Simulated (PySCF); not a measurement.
Vertical excitations of a molecule C3H9AlO from TDA-M06-2X/def2-SVPD run with PySCF 2.14.0, as energy in eV (oscillator strength): 5.24 (0.001), 6.28 (0.025), 6.97 (0.014), 7.14 (0.025), 7.55 (0.240), 7.87 (0.034), 7.94 (0.059), 7.99 (0.085), 8.01 (0.046), 8.10 (0.006). Lowest triplet (TDA): 4.87 eV. Coordinates come from a PBE0-D3(BJ)/def2-SVP optimisation. One conformer was computed; it need not be the lowest.

**Question.** Which molecule gave these data?
A. C[CH2][Al]([CH3])[OH]
B. C[CH2][AlH][O]C
C. C[CH](C)[AlH][OH]
D. CC[O][AlH][CH3]

**Answer.** C, C[CH](C)[AlH][OH]
